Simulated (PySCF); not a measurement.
**Energy of Co+ (cobalt, charge +1) between two integer charges**

The 3d beta orbital of [Ar] 3d8 is emptied in steps (occupation f), with all orbitals relaxed, ending at [Ar] 3d7. Computed with PySCF 2.14 in def2-TZVPPD, with no relativity, point nucleus. The exact energy is a straight line in f; departures are measured from the line between the end points of the same method.

```tsv
f	BHandHLYP (eV)	wB97X (eV)	MN15 (eV)
1	0.000	0.000	0.000
0.8	-0.273	-0.266	-0.534
0.6	-0.429	-0.414	-0.813
0.4	-0.447	-0.427	-0.822
0.2	-0.310	-0.292	-0.554
0	0.000	0.000	0.000
```

**Question.** For wB97X, how does the orbital energy at f = 1 compare with the removal energy?

**Answer.** −ε = 16.121 eV against a total-energy difference of 17.717 eV. By Janak's theorem ε = ∂E/∂f, so the gap between them reflects the curvature. Along the path −ε is 16.668 (f = 0.8), 17.303 (f = 0.6), 18.011 (f = 0.4), 18.781 (f = 0.2) eV.

```tsv
method	E(f=0) − E(f=1) (eV)	−ε at f=1 (eV)	−ε at f=0.4 (eV)
BHandHLYP	17.159	15.549	17.442
wB97X	17.717	16.121	18.011
MN15	17.745	14.461	18.386
```

Reference removal energy between the ground levels: 17.084 eV (measured; NIST Atomic Spectra Database, ionization energies). The calculation has no spin-orbit coupling. The determinant left behind need not be the lowest term of the ion.
